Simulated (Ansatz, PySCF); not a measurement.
Species: sum formula HSO3, net charge 0, doublet state. It need not be the lowest isomer of its formula. 
Structure (B3LYP-D3(BJ)/def2-TZVP (Ansatz, a program for electronic structure) minimum search):
SMILES: O=[S](=O)O
```xyz
5

O      0.4342    -0.6993    -1.1852
S     -0.2804     0.0183     0.0913
O      0.2653    -0.5711     1.2992
O     -0.2259     1.4334    -0.1815
H      0.6974    -1.5966    -0.9218
```
Charge 0, spin multiplicity 2.

Total electronic energies in hartree. Valence correlation only, unless marked. UHF or UKS for open shells. Spin-orbit coupling is left out. No relativistic terms. Basis-set limits of correlation are two-point, X^-3; Hartree-Fock from the larger set. [CCSD(T)-MP2]/basis is that difference in the basis named.

```json
[
 {"level": "BLYP/def2-TZVPD", "program": "PySCF", "energy (Eh)": "___"},
 {"level": "r2SCAN-D3(BJ)/def2-TZVPD", "program": "Ansatz + dftd3", "energy (Eh)": "___"},
 {"level": "PBE0/def2-SVP", "program": "Ansatz", "energy (Eh)": "___"},
 {"level": "wB97X-V/def2-TZVPD", "program": "Ansatz", "energy (Eh)": "-624.38696"},
 {"level": "RPA@PBE/cc-pV(T+d)Z", "program": "Ansatz", "energy (Eh)": "-624.02456"},
 {"level": "MP2/cc-pVTZ", "program": "Ansatz", "energy (Eh)": "-623.60903"},
 {"level": "SCS-MP2/aug-cc-pV(D+d)Z", "program": "Ansatz", "energy (Eh)": "-623.36423"},
 {"level": "CCSD(T)/aug-cc-pV(D+d)Z", "program": "Ansatz", "energy (Eh)": "-623.43198"},
 {"level": "RI-MP2/CBS(cc-pV(T+d)Z,cc-pV(Q+d)Z)+[CCSD(T)-MP2]/cc-pV(T+d)Z", "program": "Ansatz", "energy (Eh)": "-623.8197"}
]
```

Problem. Complete the blanks.

Solution. 
- BLYP/def2-TZVPD, energy (Eh): -624.51506
- r2SCAN-D3(BJ)/def2-TZVPD, energy (Eh): -624.40918
- PBE0/def2-SVP, energy (Eh): -623.68423
